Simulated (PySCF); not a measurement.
Polarisability and C₆ of La⁺ (lanthanum, charge +1)

[Xe] 5d2, high-spin 3F determinant. All numbers are calculated (PySCF 2.14, the spin-free X2C one-electron Hamiltonian (Gaussian nucleus), in x2c-TZVPPall with one added diffuse shell each of s, p, d type (12s8p8d3f1g, 106 functions)). Coupled (time-dependent) response in atomic units; α is the mean over directions.

```csv
method,mean α (bohr³),"α xx, yy, zz",C₆ (like pair),S(−4)
UHF,48.47,"48.47, 48.47, 48.47",409.1,2177
PBE,51.11,"50.56, 50.56, 52.22",417.7,2788
```

S(−4) is the Cauchy moment in α(ω) = α(0) + S(−4) ω² + …

Spin-orbit coupling is absent.

α(iu) at UHF:

| u (hartree) | α(iu) (bohr³) |
| --- | --- |
| 0 | 48.47 |
| 0.0500 | 43.86 |
| 0.100 | 35.74 |
| 0.200 | 24.52 |
| 0.300 | 18.55 |
| 0.500 | 12.29 |
| 0.750 | 8.308 |
| 1.00 | 6.024 |
| 1.50 | 3.602 |
| 2.00 | 2.419 |
| 3.00 | 1.346 |
| 5.00 | 0.6231 |

For an ion, C₆ is the dispersion term alone; charge-induced terms of lower order in 1/R come first.

The components differ because the open shell of this determinant is not spherical; for a pure term their mean is the scalar polarisability.

Spin-orbit coupling, absent here, splits the open shell strongly.
